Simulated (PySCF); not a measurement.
5-(5-fluoropyrimidin-2-yl)thiophene-2-carbaldehyde (C9H5FN2OS), SMILES O=Cc1ccc(-c2ncc(F)cn2)s1.

Geometry optimised at B3LYP-D3(BJ)/def2-SVP. One conformer was computed; it need not be the lowest.

Vertical ionisation energy (IE) and electron affinity (EA) in eV. Rows of orbital energies are one-electron estimates. Where ΔSCF, EOM or ADC give a negative EA the extra electron is unbound and the value depends on the basis.

```
level                                          IE    EA
-------------------------------------------  ----  ----
−ε(HOMO), −ε(LUMO), M06-2X/def2-SVP (PySCF)     …     …
−ε(HOMO), −ε(LUMO), PBE/def2-SVP (PySCF)     5.74  3.19
```

Q: Fill in the missing entries. (An estimate is asked for; the answer gives what the named calculation found.)

A: 
- −ε(HOMO), −ε(LUMO), M06-2X/def2-SVP (PySCF), IE: 7.99
- −ε(HOMO), −ε(LUMO), M06-2X/def2-SVP (PySCF), EA: 1.70
